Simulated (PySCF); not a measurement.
Gas-phase reaction: 2 GaCl2NH2 + Cl2 ⇌ 2 GaCl3 + N2 + 4 H

Method: PySCF energies (xtb for GFN2) plus ideal-gas RRHO corrections (1 bar). † marks an energy on the PBE0/def2-TZVP geometry and frequencies; other levels use their own. MP2 freezes the core. 6-31G* has spherical d functions here. Open shells (unrestricted): H (multiplicity 2); the rest are closed-shell singlets. GFN2 has no spin-polarisation term. Ga: all electrons, no relativistic terms. GaCl2NH2: computed as isolated molecules; such fragments, hydroxides, amides, oligomers or adducts are transient or little studied in the gas. MP2 isn't extrapolated to the basis-set limit; its ΔH°(298 K) is 491.1 kJ in def2-SVP and 594.7 kJ in def2-TZVPP. The harmonic model lacks anharmonicity and excited electronic states, which grow with temperature; levels with a mode under 35 cm⁻¹ are left out. Soft modes under 120 cm⁻¹ make the harmonic entropy rough for GaCl2NH2. Warning, point group unlike the PBE0 one: GaCl2NH2 (GFN2-xTB, PBE/def2-SVP).

| level | ΔE electronic, kJ | ΔH°(298 K), kJ | ΔS°(298 K), J/K | ΔG°(1400 K), kJ |
|---|---|---|---|---|
| GFN2-xTB | 1061 | 978 | 389 | 403 |
| HF/6-31G* | 427 | 326 | 405 | -277 |
| HF/def2-TZVP† | 466 | 371 | 382 | -198 |
| MP2/def2-TZVPP† | 689 | 595 | 382 | 26 |
| PBE/def2-SVP | 707 | 617 | 389 | 40 |
| PBE0/def2-QZVP† | 762 | 668 | 382 | 99 |
| PBE0/def2-TZVP | 744 | 650 | 382 | 81 |
| r2SCAN/def2-TZVP† | 751 | 656 | 382 | 88 |
| LDA/def2-TZVP† | 914 | 820 | 382 | 251 |
ΔH° is lowest at HF/6-31G* and highest at GFN2-xTB. No reference value is set beside these.
